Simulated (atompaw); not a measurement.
**Pseudopotential generation for Cr: PAW (atompaw), PBE, scalar-relativistic.**

atompaw 4.2.0.5 was run on this input:

```
Cr 24
GGA-PBE scalarrelativistic loggrid 1500 logderivrange -3 5 201
4 4 3 0 0 0
4 0 0
4 1 0
3 2 5
0 0 0
c
c
c
v
c
c
v
v
2
2.65 2.40 2.15 2.20
y
1.1
n
y
0.95
n
y
-0.4
n
custom rrkj gramschmidtortho besselshape
3 -0.5 troulliermartins
2.40
2.40
2.65
2.65
1.60
1.60
PWSCFOUT
UPFDX 0.0125d0 UPFXMIN -7.d0 UPFZMESH 24.d0
END
```

Command:

```bash
atompaw < Cr.input > Cr.log
```

Output (summary file):

```
Completed calculations for Cr (AE)

 Exchange-correlation type: GGA, Perdew-Burke-Ernzerhof

 Radial integration grid is logarithmic
 r0 =   3.4351539E-04 h =   8.2443693E-03   n =      1500 rmax =   8.0000000E+01

 Scalar relativistic calculation

 AEatom converged in  32 iterations
   nz     =  24.00
   delta  =       1.508553003564E-16

 All Electron Orbital energies:
  n  l      occupancy      energy
  1  0      2.0000000E+00 -4.3276084E+02
  2  0      2.0000000E+00 -4.9532602E+01
  3  0      2.0000000E+00 -5.9522059E+00
  4  0      0.0000000E+00 -7.3144194E-01
  2  1      6.0000000E+00 -4.1710547E+01
  3  1      6.0000000E+00 -3.8568435E+00
  4  1      0.0000000E+00 -4.4099118E-01
  3  2      5.0000000E+00 -7.2576851E-01

 Total energy
   Total                    :    -2100.54869220985029

 ---
 Completed calculations for Cr (SC)

 Exchange-correlation type: GGA, Perdew-Burke-Ernzerhof

 Radial integration grid is logarithmic
 r0 =   3.4351539E-04 h =   8.2443693E-03   n =      1500 rmax =   8.0000000E+01

 Scalar relativistic calculation

 SCatom converged in   2 iterations
   nz     =  24.00
   delta  =       7.404792326197E-18

 Valence Electron Orbital energies:
  n  l      occupancy      energy
   4  0      0.0000000E+00 -7.3144194E-01
   4  1      0.0000000E+00 -4.4099118E-01
   3  2      5.0000000E+00 -7.2576851E-01

 Total energy
   Total                    :    -2100.54869220982255
   Valence                  :     -108.65995126136650

 PAW parameters:
       lmax =            2
         rc =    2.6564140210048270
        irc =         1087
   rc_shape =    2.4061578481577701
    rc_vloc =    2.1615774784928039
    rc_core =    2.2157152415042076
   Vloc: Norm-conserving Troullier-Martins with l= 3;e=  -5.0000E-01
   Projector type: RRKJ pseudization + Gram-Schmidt ortho.
   Bessel compensation charge shape zeroed at   2.4062E+00

 Number of basis functions     6
 No.   n  nodes  l      Energy         Cp coeff         Occ
  1    4    3    0   -0.7314419E+00  0.1000000E+01  0.0000000E+00
  2  999    4    0    0.1100000E+01  0.2607882E-01  0.0000000E+00
  3    4    2    1   -0.4409912E+00  0.1000000E+01  0.0000000E+00
  4  999    3    1    0.9500000E+00  0.3372870E-01  0.0000000E+00
  5    3    0    2   -0.7257685E+00  0.1000000E+01  0.5000000E+01
  6  999    1    2   -0.4000000E+00 -0.6788134E-03  0.0000000E+00

 Eigenvalues of overlap operator (in the basis of projectors):
    1        6.04555939E-03
    2        6.67681585E-02
    3        2.19926611E-01
    4        3.76615291E+00
    5        8.95439111E+00
    6        1.56748446E+01

 Orbital leakage outside PAW augmentation regions
   orb  is_core?  %out_of_sphere
   1 0    T           0.00
   2 0    T           0.00
   3 0    T           0.04
   4 0    F          60.47
   2 1    T           0.00
   3 1    T           0.20
   4 1    F          80.94
   3 2    F           8.73

 Summary of PAW energies
   Total valence energy     :   -108.65995312618486
   Smooth energy            :     13.61933303707396
   One center               :   -122.27928616325882
   Smooth kinetic           :     17.31804743478738
   Vloc energy              :     -3.71787820543528
   Smooth exch-corr         :     -3.54477546291802
   One-center xc            :    -93.43559368953862
```

The run took about 3.8 s on one core of a shared server CPU.
